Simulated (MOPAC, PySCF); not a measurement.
C2H4BN, SMILES `[H]/N=C\B=C`, neutral singlet in the gas phase. 

Cartesian coordinates (Å):
```xyz
8

C      1.6654     0.0769     0.0587
B      0.3242    -0.1900    -0.0654
C     -1.1639    -0.4751    -0.2024
N     -2.0913     0.3942    -0.2727
H      2.0659     1.0820     0.1115
H      2.4060    -0.7127     0.1115
H     -1.4775    -1.5227    -0.2454
H     -1.7288     1.3473    -0.2268
```
Charge 0, multiplicity 1.

All levels are single points at this geometry (CAM-B3LYP-D3(BJ)/def2-TZVP); Pople sets use spherical d functions. Orbital energies aren't observables, and empty levels follow the basis.

| level | HOMO (eV) | LUMO (eV) | gap (eV) | dipole (D) | vertical IE, Delta-SCF (eV) |
|---|---|---|---|---|---|
| CAM-B3LYP-D3(BJ)/def2-TZVP in PySCF | -8.21 | -0.44 | 7.77 | 1.48 | 9.17 |
| M06-2X/6-31G* in PySCF | -7.69 | -0.25 | 7.44 | 1.58 | – |
| PBE/6-31G* in PySCF | -5.50 | -2.17 | 3.32 | 1.72 | – |
| SVWN5/6-31G* in PySCF | -5.63 | -2.42 | 3.21 | 1.81 | – |
| HF/3-21G in PySCF | -8.96 | 2.56 | 11.52 | 1.53 | – |
| PM3 in MOPAC | -10.05 | 0.12 | 10.17 | 1.97 | – |
